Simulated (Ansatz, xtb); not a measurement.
**Two isomers of C7H5Cl**

Structure X: `ClC1=CC2=C(C=C1)C2`, a singlet. Structure Y: `C#CC1=CC(Cl)=CC1`, a singlet. Both are isolated molecules in the gas phase, relaxed with PBE0-D3(BJ)/def2-SVP.

Energies in hartree; the thermal terms are from GFN2-xTB frequencies at re-optimised GFN2-xTB minima (ideal gas, soft modes damped towards free rotors, one conformer each, 298.15 K, 1 atm) and include the zero-point energy:

|  | X | Y |
| --- | --- | --- |
| E, CCSD(T)/def2-SVP | −728.171578 | −728.172919 |
| E, MP2/def2-SVP | −728.081582 | −728.077086 |
| E, MP2/def2-TZVPP | −728.774134 | −728.772434 |
| zero-point energy | 0.092478 | 0.090013 |
| H(298 K) − E | 0.099980 | 0.098554 |
| G(298 K) − E | 0.061450 | 0.057691 |

**Question.** Correct the CCSD(T) difference for the basis set by the MP2 change, then work out ΔE, ΔE₀, ΔH and ΔG for X → Y in kcal/mol (1 Eh = 627.51 kcal/mol) and the equilibrium ratio [Y]/[X].

**Answer.** 1. Differences Y − X: CCSD(T) −0.001341, MP2 in the small set +0.004496, MP2 in the large set +0.001700 Eh.
2. ΔE = −0.001341 + (+0.001700 − (+0.004496)) = −0.004137 Eh = −2.60 kcal/mol.
3. ΔE₀ = ΔE + ΔZPE = −0.004137 + (−0.002465) Eh = −4.14 kcal/mol.
4. ΔH = ΔE + (−0.001426) Eh = −3.49 kcal/mol.
5. ΔG = ΔE + (−0.003759) Eh = −4.95 kcal/mol, so ΔS = (ΔH − ΔG)/T = +20.5 J/(mol K).
6. kT = 0.9442 mEh, so K = [Y]/[X] = exp(−ΔG/kT) = exp(+8.36) ≈ 4.3 × 10^3.

The sums favour Y, but ΔE leans on the basis-set step (CCSD(T) alone has the other sign or is under 1 kcal/mol), so the order isn't settled. An error of 1 kcal/mol in ΔG would change K by a factor of 5.4. GFN2-xTB, r2SCAN-D4/def2-SVP, PBE0-D3(BJ)/def2-SVP, MP2/def2-SVP gave ΔE the other sign. Mirror images and further conformers aren't counted.

As drawn, Y has 1 C≡C in place of 1 C–C, 1 C=C. Structure X has a 3-membered ring and a 6-membered ring, Y a 5-membered ring.

Other levels gave ΔE = +0.8 (GFN2-xTB); −1.4 (HF/STO-3G, GFN2-xTB geometries); +6.8 (r2SCAN-D4/def2-SVP, GFN2-xTB geometries); +8.3 (PBE0-D3(BJ)/def2-SVP); −3.4 (HF/def2-SVP); +2.8 (MP2/def2-SVP); −0.8 (CCSD(T)/def2-SVP) kcal/mol. The correlated steps freeze 12 core orbitals. Programs: Ansatz 0.2.0, xtb 6.7.1.
